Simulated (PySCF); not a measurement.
CH₃AlCl₂S. Atoms are numbered in the order given.

```xyz
8

Al     0.0130     0.3860     0.0000
Cl     0.9235     2.2711     0.0000
Cl    -2.0852     0.2461     0.0000
S      1.2542    -1.3820     0.0000
C      0.0228    -2.7609     0.0000
H     -1.0100    -2.3908     0.0000
H      0.1926    -3.3715    -0.8966
H      0.1926    -3.3715     0.8966
```

Geometry: B3LYP-D3(BJ)/def2-SVP. One conformer was computed; it need not be the lowest.

These are PBE/def2-TZVP (PySCF) values and carry that method's errors.

ESP charges are fitted to the potential on shells at 1.4 to 2.0 van der Waals radii. Atomic charges (e):

| atom | meta-Löwdin | ESP fit |
|---|---|---|
| Al1 | 0.73 | 0.51 |
| Cl2 | -0.29 | -0.20 |
| Cl3 | -0.30 | -0.19 |
| S4 | ___ | -0.23 |
| C5 | ___ | -0.29 |
| H6 | ___ | 0.10 |
| H7 | ___ | 0.15 |
| H8 | ___ | 0.15 |

### Question
Some entries are withheld; supply them. (An estimate is asked for; the answer gives what the named calculation found.)

### Answer

- S4, meta-Löwdin: -0.17
- C5, meta-Löwdin: -0.39
- H6, meta-Löwdin: 0.14
- H7, meta-Löwdin: 0.14
- H8, meta-Löwdin: 0.14
